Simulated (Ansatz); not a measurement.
Basis sets compared for the cluster HAu2. Charge 0, multiplicity 2. Geometry PBE-D4/def2-TZVP. Ansatz on 4 threads of Arm Neoverse V1 on a shared host; times are rough, and most runs start from earlier orbitals.

```xyz
3

Au   -0.195    0.536    0.141
Au    1.575   -1.269    0.732
H    -1.380    0.734   -0.873
```

In the def2 sets Au takes a core potential; there is no spin–orbit coupling. The structure comes from a short search, and lower isomers may exist.

Binding counts from free atoms (Au doublet, H doublet) in the same basis, without a counterpoise term.

```csv
level,functions,energy (Eh),HOMO (eV),LUMO (eV),binding per atom (eV),wall time
PBE-D4/def2-SVP,69,-272.1313,-5.94,-5.45,1.38,1.1 s
PBE-D4/def2-TZVP (with forces),86,-272.1471,-5.99,-5.49,1.41,1.5 s
r2SCAN-D4/def2-TZVP,86,-272.1764,-6.22,-5.33,1.44,2.9 s
PBE0-D4/def2-SVP,69,-272.0300,-6.73,-4.54,1.24,1.4 s
PBE0-D4/def2-TZVP,86,-272.0452,-6.77,-4.57,1.27,2.6 s
```

Problem. Estimate the rows for PBE-D4/def2-TZVPD, r2SCAN-D4/def2-TZVPD, PBE0-D4/def2-TZVPD.

Solution. 
```csv
level,functions,energy (Eh),HOMO (eV),LUMO (eV),binding per atom (eV),wall time
PBE-D4/def2-TZVPD,95,-272.1483,-5.98,-5.48,1.42,1.3 s
r2SCAN-D4/def2-TZVPD,95,-272.1778,-6.21,-5.31,1.45,3.2 s
PBE0-D4/def2-TZVPD,95,-272.0467,-6.77,-4.56,1.28,1.6 s
```
